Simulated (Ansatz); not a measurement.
A run for Ansatz (a quantum-chemistry and plane-wave program): R-r2SCAN/def2-TZVPP on H4SSi2 (SMILES [SiH3][Si]S), a point of a torsion scan.

Ansatz 0.2 input:
```yaml
crystal:
  periodic: [false, false, false]
  atoms:
    - {symbol: Si, position_ang: [0.96951367, -0.16844372, 0.03690317]}
    - {symbol: Si, position_ang: [-0.53183009, 1.57134198, -0.16341426]}
    - {symbol: S, position_ang: [-2.51161459, 0.62675585, -0.30223816]}
    - {symbol: H, position_ang: [0.89447752, -1.44303736, -0.69593436]}
    - {symbol: H, position_ang: [2.25943270, 0.42464120, -0.34817594]}
    - {symbol: H, position_ang: [1.10085525, -0.56444306, 1.44795535]}
    - {symbol: H, position_ang: [-2.20861217, -0.66489440, -0.27342789]}
basis:
  gaussian:
    orbitals: def2-TZVPP
hamiltonian:
  xc: {name: r2SCAN}
scf: {lower_state_search: off}
```

Output:

```
WARN ansatz: RAYON_NUM_THREADS=1 ignored (pool sized by the plan → 1); use --threads N
Functional definition: r2SCAN
these checks for a lower state are left out or cut short: stability, starts, cluster_reference, orbital_swaps, neighbouring_geometries, increment
integrals: 0.11 GiB planned
1096 factors; their error is unknown
mean field: 0.67 GiB planned
mean field evaluation 1: about -26652.2281 eV, gradient 1.9e1 eV
mean field evaluation 2: about -26652.0313 eV, gradient 2.2e1 eV
mean field evaluation 4: about -26653.4985 eV, gradient 2.7e0 eV
mean field evaluation 8: about -26653.5180 eV, gradient 4.9e-2 eV
mean field evaluation 16: about -26653.4822 eV, gradient 7.4e-5 eV
mean field -26653.48222487 eV, -979.4974053848 hartree, gradient 7.8e-6 eV, S^2 0.000000; 0 other end points of the search recorded, 0 dependent functions left out
reference -26653.48223669 eV, -979.4974058192 hartree; 24, 24 occupied and 158, 158 virtual orbitals, 1096 factors
Total energy: -26653.48223669 eV, -979.4974058192 hartree
Checks for a lower state left out: stability, starts, cluster_reference, orbital_swaps, neighbouring_geometries, increment
```

The run converged.

Cost: about 5 core-seconds (a rough figure).
